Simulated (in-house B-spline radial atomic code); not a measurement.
Pm III (Pm2+) is squeezed into an impenetrable sphere of radius R (the orbitals vanish at R). No spin polarisation. All numbers are computed (scalar-relativistic (X2C) PBE, spherical fractional occupations; Fermi nucleus of rms radius 4.962 fm) with a B-spline radial code for spherical atoms, not measured.

Energies in eV above the free ion in [Xe] 4f5:

| R (bohr) | highest level (eV) | [Xe] 4f5 | [Kr] 4d9 4f5 5s2 5p6 5f1 | [Kr] 4d10 4f5 5s2 5p5 5d1 |
| --- | --- | --- | --- | --- |
| 9.78 | -15.2 | 3.132e-05 | 137.5 | 22.54 |
| 6.63 | -15.2 | 0.006877 | 139.6 | 22.59 |
| 4.75 | -14.8 | 0.3345 | 145.7 | 23.56 |
| 4.43 | -14.4 | 0.6946 | 148 | 24.28 |
| 3.52 | -11.7 | 5.984 | 162.5 | 31.83 |
| 3.01 | -6.96 | 20.72 | 186.7 | 49.54 |
| 2.54 | 2.73 | 66.71 | 248.2 | 100.8 |
| 2.09 | 22.6 | 213.2 | 424.4 | 257 |
| 1.79 | 52 | 485.9 | 735.9 | 540.6 |
| 1.3 | 275 | 2238 | 2641 | 2316 |

Task: Does [Kr] 4d9 4f5 5s2 5p6 5f1 fall below [Xe] 4f5 under compression?

Result: No, it stays above over the whole range.

Task: Does [Kr] 4d10 4f5 5s2 5p5 5d1 fall below [Xe] 4f5 under compression?

Result: No, it stays above over the whole range.

The highest level is first positive in the row R = 2.54 bohr, pushed up by confinement above the zero of the free ion's potential. Each configuration is held fixed and needn't be the lowest in the sphere.
